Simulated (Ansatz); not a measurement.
Molecule: sum formula H7SiN3O (charge 0, singlet). SMILES: O[Si](N)(N)N
Coordinates optimised at B3LYP-D3(BJ)/def2-TZVP (Ansatz, a first-principles code):
```
Si
O 1 1.6556
H 2 0.9599 1 115.49
N 1 1.7090 2 101.04 3 169.86
H 4 1.0056 1 121.94 2 179.50
H 4 1.0062 5 112.52 1 -155.51
N 1 1.7095 2 120.50 3 -74.53
H 7 1.0067 1 121.35 2 77.45
H 7 1.0067 8 112.13 1 152.21
N 1 1.7238 2 105.23 3 40.97
H 10 1.0082 1 119.44 2 -172.25
H 10 1.0082 11 110.65 1 144.93
```
Charge 0, spin multiplicity 1.

Property: atomisation energy (electronic, to ground-state atoms), in kcal/mol. Cores are frozen in the correlated levels unless marked. UHF or UKS for open shells. No spin-orbit coupling. Non-relativistic. The coupled-cluster limit lacks core correlation, which all-electron functionals hold. CBS(X,Y): correlation extrapolated as X^-3; Hartree-Fock from the larger set. The bracket is a focal-point correction in the basis named.

```tsv
level	program	atomisation energy (kcal/mol)	minus last row
HF/aug-cc-pV(T+d)Z	Ansatz	718.6	-347.8
PBE0-D3(BJ)/def2-TZVP	Ansatz + dftd3	1050.6	-15.8
r2SCANh/def2-TZVPD	Ansatz	1043.3	-23.1
wB97M-V/def2-TZVPD	Ansatz	1066.9	0.5
wB97X-V/def2-TZVPD	Ansatz	1066.0	-0.4
B2GP-PLYP-D3(BJ)/def2-TZVPD	Ansatz + dftd3	1046.5	-19.9
MP2/6-31G	Ansatz	814.0	-252.4
RI-MP2/CBS(aug-cc-pV(T+d)Z,aug-cc-pV(Q+d)Z)	Ansatz	1085.0	18.6
SCS-MP2/6-31G	Ansatz	820.1	-246.3
SCS-MP2/cc-pV(Q+d)Z	Ansatz	1074.9	8.5
CCSD(T)/6-31G	Ansatz	813.9	-252.5
CCSD(T)/aug-cc-pV(Q+d)Z	Ansatz	1054.8	-11.6
RI-MP2/CBS(aug-cc-pV(T+d)Z,aug-cc-pV(Q+d)Z)+[CCSD(T)-MP2]/aug-cc-pV(D+d)Z	Ansatz	1064.9	-1.5
RI-MP2/CBS(cc-pV(T+d)Z,cc-pV(Q+d)Z)+[CCSD(T)-MP2]/cc-pV(Q+d)Z	Ansatz	1065.9	-0.5
CCSD(T)/CBS(aug-cc-pV(T+d)Z,aug-cc-pV(Q+d)Z)	Ansatz	1066.4	0.0
```
